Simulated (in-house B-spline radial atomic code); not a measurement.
## Mo+: [Kr] 4d5

Method: Dirac-Kohn-Sham PW91, spherical fractional occupations, Fermi nucleus of rms radius 4.4091 fm. Calculated with a radial B-spline atomic code at the basis-set limit.

Effective charges: Z_r = [3n² - l(l+1)]/(2<r>) from the radius, Z_e = n√(-2ε) from the energy, and Slater's rules. Values are occupation-weighted means over j. An effective charge above Z reflects the relativistic contraction of the inner shells.

```
shell  electrons   ε (eV)  <r> (bohr)    Z_r    Z_e  Slater
   1s          2   -19822     0.03517  42.66  38.17   41.70
   2s          2  -2804.8      0.1534  39.12  28.72   37.85
   2p          6  -2510.1      0.1338  37.37  27.17   37.85
   3s          2  -482.96      0.4287  31.49  17.87   30.75
   3p          6  -386.12      0.4304  29.04  15.98   30.75
   3d         10  -227.66      0.4153  25.28  12.27   20.85
   4s          2  -71.156       1.108  21.66   9.15   14.25
   4p          6  -45.381       1.238  18.57   7.31   14.25
   4d          5  -10.473       1.892  11.10   3.51    4.60
```

The least bound orbital is 4d5/2 at -10.39 eV, and it is also the most diffuse (<r> = 1.901 bohr).

Spin-orbit splittings of the orbital energies (j = l + 1/2 above j = l - 1/2 when positive): 2p 106.6 eV, 3p 17.55 eV, 3d 3.323 eV, 4p 2.484 eV, 4d 0.2158 eV.

For the 1s electron the small component carries 2.35 % of the norm, the zero-frequency Breit interaction raises the level by 38.71 eV, self-energy by 21.18 eV, and vacuum polarisation lowers it by 2.446 eV.
